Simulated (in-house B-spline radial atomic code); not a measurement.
The boron ion B²⁺ is squeezed into an impenetrable sphere of radius R (the orbitals vanish at R). No spin polarisation. Caution: exact exchange at fractional occupations of open shells leaves self-interaction of up to several eV. Method: non-relativistic B3LYP, spherical fractional occupations, point nucleus. Calculated with a B-spline radial code for spherical atoms.

Energies in eV above the free ion in [He] 2s1:

| R (bohr) | highest level (eV) | [He] 2s1 | [He] 2p1 | -dE/dV in [He] 2s1 (GPa) |
| --- | --- | --- | --- | --- |
| 8.03 | -31.6 | 1.407e-05 | 6.402 | 5.06e-05 |
| 5.57 | -31.5 | 0.008075 | 6.422 | 0.055 |
| 5.06 | -31.5 | 0.02776 | 6.459 | 0.222 |
| 4.35 | -31.3 | 0.1446 | 6.632 | 1.49 |
| 3.54 | -30.3 | 0.8508 | 7.436 | 12.4 |
| 2.93 | -27.6 | 3.02 | 9.464 | 61.9 |
| 2.73 | -25.8 | 4.544 | 10.76 | 107 |
| 2.21 | -16.1 | 13.22 | 17.39 | 485 |
| 1.97 | -6.61 | 21.97 | 23.49 | 1050 |
| 1.48 | 40.8 | 66.94 | 51.62 | 6440 |

**Question.** Does [He] 2p1 fall below [He] 2s1 under compression?

**Answer.** Yes, between R = 1.97 and 1.48 bohr the order changes (near 1.93 bohr by linear interpolation).

The highest level is first positive in the row R = 1.48 bohr, pushed up by confinement above the zero of the free ion's potential. Each configuration is held fixed and needn't be the lowest in the sphere.
